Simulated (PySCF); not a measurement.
A geometry optimisation, step by step.

Species: phenyl formate, C7H6O2.
SMILES with atom numbers: `[O:1]=[CH:2][O:3][c:4]1[cH:5][cH:6][cH:7][cH:8][cH:9]1` (hydrogens: H10 on C2; H11 on C5; H12 on C6; H13 on C7; H14 on C8; H15 on C9)

Method: PBE0-D3(BJ)/def2-SVP geometry optimisation, gas phase (PySCF 2.14.0); density fitting, grid level 2; the optimiser is geomeTRIC in internal coordinates, started from a GFN2-xTB structure. 5 of its 7 geometries are shown. The frame can shift and turn from step to step; on so coarse a grid that alone can change the energy by a few meV, and forces under 0.02 eV/Å are noise.

Step 0: E = -11429.5750 eV, largest atomic force 1.213 eV/Å
```
atom  x, y, z in Å  |  force x, y, z in eV/Å
O1      2.599   -0.289    1.312   -0.169   0.011   0.001
C2      2.792   -0.218    0.136    0.648  -0.083   0.548
O3      1.883   -0.088   -0.818   -1.163   0.106  -0.328
C4      0.534   -0.014   -0.432    0.556  -0.022  -0.073
C5     -0.205   -1.178   -0.298    0.201   0.071  -0.076
C6     -1.543   -1.091    0.045    0.026   0.026  -0.001
C7     -2.130    0.145    0.258   -0.088   0.009   0.022
C8     -1.379    1.301    0.128    0.016  -0.029  -0.001
C9     -0.041    1.227   -0.216    0.196  -0.101  -0.081
H10     3.788   -0.250   -0.339    0.197  -0.013  -0.093
H11     0.268   -2.134   -0.462    0.218  -0.394  -0.083
H12    -2.127   -1.993    0.152   -0.248  -0.404   0.041
H13    -3.172    0.207    0.530   -0.460   0.027   0.114
H14    -1.833    2.265    0.299   -0.198   0.429   0.069
H15     0.561    2.118   -0.316    0.268   0.366  -0.058
```

Step 2: E = -11429.6101 eV, largest atomic force 0.431 eV/Å
```
atom  x, y, z in Å  |  force x, y, z in eV/Å
O1      2.149   -0.561    1.155   -0.312   0.031  -0.129
C2      2.314   -0.466   -0.021    0.401  -0.016  -0.157
O3      1.379   -0.308   -0.979   -0.090  -0.028   0.291
C4      0.049   -0.240   -0.591   -0.113   0.025   0.017
C5     -0.691   -1.410   -0.464    0.033  -0.031  -0.001
C6     -2.041   -1.328   -0.127    0.007   0.021  -0.002
C7     -2.639   -0.085    0.079    0.005  -0.001   0.000
C8     -1.883    1.079   -0.052    0.003  -0.011  -0.002
C9     -0.533    1.006   -0.388    0.009   0.016  -0.001
H10     3.300   -0.494   -0.527    0.051  -0.005  -0.009
H11    -0.206   -2.373   -0.631   -0.001  -0.007  -0.003
H12    -2.628   -2.243   -0.025    0.005   0.000   0.000
H13    -3.697   -0.024    0.343    0.000   0.000  -0.001
H14    -2.347    2.055    0.108    0.002  -0.001   0.000
H15     0.076    1.906   -0.498   -0.001   0.005  -0.003
```

Step 3: E = -11429.6163 eV, largest atomic force 0.155 eV/Å
```
atom  x, y, z in Å  |  force x, y, z in eV/Å
O1      2.125   -0.553    1.147   -0.098   0.014  -0.058
C2      2.315   -0.464   -0.025    0.068  -0.010  -0.071
O3      1.377   -0.311   -0.982    0.064  -0.012   0.141
C4      0.050   -0.241   -0.591   -0.087   0.014  -0.022
C5     -0.691   -1.412   -0.465    0.023  -0.024   0.014
C6     -2.039   -1.328   -0.127   -0.007  -0.014   0.003
C7     -2.636   -0.085    0.081   -0.018   0.002   0.005
C8     -1.881    1.079   -0.051   -0.006   0.018   0.004
C9     -0.531    1.006   -0.389    0.015   0.015   0.019
H10     3.305   -0.495   -0.521    0.036  -0.001  -0.013
H11    -0.206   -2.375   -0.632   -0.005   0.008  -0.004
H12    -2.628   -2.243   -0.025    0.009   0.010  -0.002
H13    -3.694   -0.024    0.347    0.009  -0.001  -0.005
H14    -2.344    2.055    0.111    0.005  -0.011  -0.005
H15     0.078    1.905   -0.498   -0.006  -0.007  -0.006
```

Step 4: E = -11429.6172 eV, largest atomic force 0.047 eV/Å
```
atom  x, y, z in Å  |  force x, y, z in eV/Å
O1      2.114   -0.555    1.143    0.002  -0.003   0.030
C2      2.317   -0.466   -0.027   -0.017  -0.001  -0.044
O3      1.380   -0.310   -0.982   -0.008   0.010   0.019
C4      0.050   -0.240   -0.591   -0.033   0.004  -0.012
C5     -0.690   -1.411   -0.465    0.013   0.002   0.012
C6     -2.039   -1.328   -0.126    0.012   0.028  -0.002
C7     -2.637   -0.085    0.081    0.024  -0.001  -0.005
C8     -1.881    1.080   -0.051    0.009  -0.029  -0.004
C9     -0.531    1.007   -0.389    0.009  -0.008   0.010
H10     3.311   -0.497   -0.519   -0.003  -0.001   0.006
H11    -0.204   -2.374   -0.632    0.002  -0.009  -0.005
H12    -2.626   -2.243   -0.024   -0.003  -0.007   0.000
H13    -3.694   -0.025    0.347   -0.007   0.000   0.000
H14    -2.345    2.055    0.111   -0.002   0.007  -0.001
H15     0.077    1.906   -0.498    0.003   0.009  -0.005
```

Step 6: E = -11429.6174 eV, largest atomic force 0.021 eV/Å
```
atom  x, y, z in Å  |  force x, y, z in eV/Å
O1      2.107   -0.573    1.143    0.002   0.000  -0.005
C2      2.312   -0.471   -0.026   -0.003  -0.010   0.005
O3      1.380   -0.301   -0.981    0.013   0.004  -0.003
C4      0.050   -0.235   -0.593    0.007   0.000   0.008
C5     -0.686   -1.408   -0.463    0.008  -0.013  -0.003
C6     -2.034   -1.328   -0.124    0.000  -0.006  -0.002
C7     -2.634   -0.086    0.081   -0.020   0.001   0.005
C8     -1.882    1.080   -0.052   -0.007   0.016   0.001
C9     -0.533    1.011   -0.390   -0.006   0.008  -0.010
H10     3.308   -0.500   -0.515    0.002   0.001   0.000
H11    -0.198   -2.370   -0.631   -0.001   0.003   0.002
H12    -2.620   -2.244   -0.020    0.003   0.004   0.000
H13    -3.692   -0.027    0.346    0.003   0.000   0.000
H14    -2.349    2.055    0.107    0.001  -0.004   0.001
H15     0.074    1.911   -0.502   -0.001  -0.005   0.002
```

**Question.** Summarise the path.

**Answer.** The energy falls by 0.98 kcal/mol from step 0 to step 6; nine tenths of that is first reached at step 1. It rises by more than 0.2 meV at step 2. The largest force goes from 1.213 to 0.021 eV/Å. Among the bonds C2–O3 changes most, from 1.324 to 1.346 Å; the atoms move by 0.025 Å rms after alignment.

**Question.** Follow the three bonds and two angles with the largest change from start to end.

**Answer.** 
```
step  E above end (kcal/mol)  largest force (eV/Å)  C2–O3 (Å)  O3–C4 (Å)  C8–H14 (Å)  O1–C2–O3 (°)  O1–C2–H10 (°)
   0                    0.98                 1.213      1.324      1.405       1.079         127.2          124.6
   1                    0.03                 0.264      1.350      1.384       1.093         125.5          126.1
   2                    0.17                 0.431      1.348      1.387       1.092         128.0          124.9
   3                    0.03                 0.155      1.348      1.386       1.093         126.6          125.5
   4                    0.00                 0.047      1.346      1.388       1.092         126.0          125.9
   5                    0.00                 0.039      1.346      1.387       1.092         126.0          125.8
   6                    0.00                 0.021      1.346      1.387       1.092         126.0          125.8
```

What follows is the cost of the whole optimisation. The run took 51 s on one thread, AMD EPYC 9R14 (x86_64), shared host with 96 logical CPUs at a one-minute load of 9.8, and the process peaked at 0.75 GiB of memory.
